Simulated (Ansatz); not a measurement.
`[CH3][SnH]([OH])[AlH2]` → Al• + C• + 7 H• + O• + Sn•  (atomization)

Gas-phase electronic energies from Ansatz, PBE0-D4/def2-TZVP geometries. CCSD(T)/CBS is the MP2 limit (def2-TZVPP, def2-QZVPP) plus CCSD(T) − MP2 in def2-TZVPP, frozen cores. This one scheme is used for every species, atoms too. Functionals use def2-TZVPP. B3LYP here is the variant with VWN-RPA as its local correlation; programs differ in this. Open shells (•) are unrestricted, without spin–orbit coupling. Spin–orbit coupling would lower the free atoms: a little for Al, C, O; strongly for Sn. def2 core potentials past Kr. Bonds to Sn are less sure, by a few kJ/mol each and by 10 to 20 or more in all where they break to atoms, as the def2 sets lack core-valence functions. Each species was taken in one conformer, which may not be the lowest.

```json
{"level": "PBE-D4", "ΔE (kJ/mol)": "3323.8"}
{"level": "B3LYP-D4", "ΔE (kJ/mol)": "3303.5"}
{"level": "ωB97M-V", "ΔE (kJ/mol)": "3316.0"}
{"level": "r2SCAN", "ΔE (kJ/mol)": "3312.5"}
{"level": "PBE0", "ΔE (kJ/mol)": "3262.6"}
{"level": "MP2/def2-TZVPP", "ΔE (kJ/mol)": "3255.4"}
{"level": "SCS-MP2/def2-TZVPP", "ΔE (kJ/mol)": "3264.3"}
{"level": "HF/def2-QZVPP", "ΔE (kJ/mol)": "2397.0"}
```

What does CCSD(T)/CBS give? (Estimate.)

Computed: +3351.1 kJ/mol. The listed levels differ from it by -27.3, -47.6, -35.1, -38.6, -88.5, -95.7, -86.8, -954.1 kJ/mol.

Largest T1 diagnostic among the species: 0.018.

The D4 term adds +32.8 kJ/mol with B3LYP and +17.5 kJ/mol with PBE0; it sums over pairs of atoms, weighted by their polarisabilities, and B3LYP, whose exchange is more repulsive, gets the larger term. In def2-TZVPP, CCSD(T) changes the Hartree–Fock value by +864.2 kJ/mol (the triples alone add +44.1 kJ/mol) and MP2 by +865.1 kJ/mol; breaking electron pairs costs correlation energy, which Hartree–Fock lacks.

For atomizations the MP2-based limit and the directly extrapolated one differ by several kJ/mol either way, and by 10 to 25 for some Ge, Se and Sn compounds, so smaller differences from it don't rank the levels.
